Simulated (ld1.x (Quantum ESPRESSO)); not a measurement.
u(r) = r·R(r): atom against pseudo-atom (Ni (Z = 28))

Columns: radius, all-electron u(r) and pseudo u(r) of the 3d shell (level -47.38 eV) of nickel in the configuration [Ar] 3d7 4s0 4p0; LDA (PZ), scalar-relativistic, ultrasoft scheme, ld1.x (Quantum ESPRESSO) 7.5.

| r (bohr) | all-electron | pseudo |
| --- | --- | --- |
| 0.103 | 0.1075 | 0.0019 |
| 0.205 | 0.4017 | 0.0147 |
| 0.308 | 0.6974 | 0.0472 |
| 0.410 | 0.9002 | 0.1028 |
| 0.513 | 1.0065 | 0.1817 |
| 0.615 | 1.0360 | 0.2760 |
| 0.718 | 1.0152 | 0.3775 |
| 0.820 | 0.9651 | 0.4723 |
| 0.923 | 0.8989 | 0.5509 |
| 1.025 | 0.8266 | 0.6029 |
| 1.128 | 0.7522 | 0.6254 |
| 1.230 | 0.6800 | 0.6185 |
| 1.332 | 0.6113 | 0.5876 |
| 1.435 | 0.5463 | 0.5402 |
| 1.538 | 0.4862 | 0.4856 |
| 1.640 | 0.4316 | 0.4316 |
| 1.743 | 0.3814 | 0.3814 |
| 1.845 | 0.3366 | 0.3366 |
| 1.948 | 0.2958 | 0.2958 |
| 2.050 | 0.2596 | 0.2596 |
| 2.153 | 0.2271 | 0.2271 |
| 2.255 | 0.1985 | 0.1985 |
| 2.358 | 0.1728 | 0.1728 |
| 2.460 | 0.1505 | 0.1505 |
| 2.562 | 0.1308 | 0.1308 |
| 2.665 | 0.1133 | 0.1133 |

**Question.** How many radial nodes do the two functions have?

**Answer.** The all-electron 3d function has n − l − 1 = 0; the pseudo-wave has 0.

**Question.** At about which radius was the pseudo-wave matched?

**Answer.** 1.70 bohr, where the columns begin to agree (steps of 0.10 bohr).

**Question.** Is the pseudo-wave norm-conserving?

**Answer.** No, it belongs to an ultrasoft set: the norm inside the radius is not constrained, and the difference is carried by the augmentation charge.
